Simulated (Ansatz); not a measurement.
# Relaxing a trial structure of AlGaH3Sn

The starting geometry of this gas-phase doublet was optimised with GFN2-xTB.

```xyz
6

Al   -1.7670    3.1116    0.5059
Ga    0.1607    0.7083    0.8221
Sn   -0.6695    2.4379    2.6702
H    -2.4638    3.5333   -0.8614
H    -0.4003   -0.7688    0.4645
H     1.4162    0.8236   -0.1973
```

Task: Predict what becomes of its bonds when it is optimised with B3LYP-D3(BJ)/def2-SVP.

Result: A new bond forms, giving a structure with H6 bridging Ga2 and Al1, given below by its coordinates. Distances that change by over a tenth: Al1–Ga2 (3.10 → 2.73 Å), Ga2–H6 (1.62 → 1.91 Å). Contacts that close: Al1–H6 (3.98 → 1.73 Å).

The energy falls by 0.52 eV over 31 steps:

| step | E − E(last) (eV) |
| --- | --- |
| 1 | 0.516 |
| 4 | 0.391 |
| 8 | 0.378 |
| 11 | 0.358 |
| 14 | 0.350 |
| 18 | 0.296 |
| 21 | 0.028 |
| 24 | 0.001 |
| 28 | 0.000 |
| 31 | 0.000 |

Final geometry (Å):

```xyz
6

Al   -1.1658    2.7800    0.2235
Ga   -0.0717    0.4949    1.2390
Sn   -1.3847    2.1870    2.8465
H    -1.3904    3.7037   -1.0521
H     0.8294   -0.6272    0.5721
H    -0.5405    1.3074   -0.4249
```

Frequencies at the end are all real (lowest 115 cm⁻¹). Open shells are spin-unrestricted. Atoms past krypton carry core potentials, without spin–orbit terms. Run with Ansatz 0.2.0, 110 s on 2 threads of Intel(R) Xeon(R) 6975P-C (Granite Rapids), on a shared host.
